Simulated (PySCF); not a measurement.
Bonds: Si1-F2, Si1-C3, Si1-C9, Si1-C13, C3-Si4, Si4-F5, Si4-C6, Si4-C14, C6-Si7, Si7-F8, Si7-C9, Si7-C10, C10-Si11, Si11-F12, Si11-C13, Si11-C14. C3 carries H15, H16; C6 carries H17, H18; C9 carries H19, H20; C10 carries H21, H22; C13 carries H23, H24; C14 carries H25, H26.

Geometry: PBE0-D3(BJ)/def2-SVP; GIAO absolute shieldings from PySCF, gas phase, non-relativistic, averaged over equivalent atoms.

At PBE0/pcSseg-1 (326 basis functions):
```
                                          atoms  σ (ppm)
                               Si1/Si4/Si7/Si11    320.5
                                   F2/F5/F8/F12    351.5
                           C3/C6/C9/C10/C13/C14    174.2
H15/H16/H17/H18/H19/H20/H21/H22/H23/H24/H25/H26    30.83
```

Q: What do these become at wB97X-D/pcSseg-1?

A: 
```json
{"atoms": "Si1/Si4/Si7/Si11", "σ at wB97X-D/pcSseg-1": "319.2", "change": "-1.3"}
{"atoms": "F2/F5/F8/F12", "σ at wB97X-D/pcSseg-1": "354.7", "change": "+3.2"}
{"atoms": "C3/C6/C9/C10/C13/C14", "σ at wB97X-D/pcSseg-1": "175.6", "change": "+1.4"}
{"atoms": "H15/H16/H17/H18/H19/H20/H21/H22/H23/H24/H25/H26", "σ at wB97X-D/pcSseg-1": "31.04", "change": "+0.21"}
```

The largest change is at F2/F5/F8/F12 (fluorine bonded to Si). Cost: 326 basis functions.
